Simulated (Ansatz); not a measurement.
The cluster Ta2S2⁺. Charge 1, multiplicity 2. Geometry r2SCAN-D4/def2-SVP; atoms count from 1.

```xyz
4

Ta    1.2663   -0.2285   -0.1318
Ta   -0.8399    0.3897   -0.9032
S    -0.5467   -1.7009    0.1280
S     0.1203    1.5396    0.9070
```

In the def2 sets Ta takes a core potential; there is no spin–orbit coupling. The structure comes from a short search, and lower isomers may exist.

Problem. Estimate the Mulliken populations from the PBE0/def2-TZVP orbitals of Ansatz.

Solution. 
```tsv
atom	charge (e)	spin (α − β)	d electrons
Ta1	0.77	0.38	3.29
Ta2	0.77	0.37	3.29
S3	-0.27	0.13	–
S4	-0.27	0.12	–
```
Mulliken values depend strongly on the basis.

Problem. Where does the spin sit?

Solution. Summed by element: Ta 0.75, S 0.25, of 1 unpaired in all. Largest on single atoms: Ta1 0.38, Ta2 0.37, S3 0.13.

Problem. And the Mayer bond orders between heavy atoms (over 0.3)?

Solution. Ta1–Ta2 2.55 (2.33 Å); Ta1–S3 1.25 (2.35 Å); Ta1–S4 1.25 (2.35 Å); Ta2–S3 1.25 (2.35 Å); Ta2–S4 1.25 (2.35 Å).
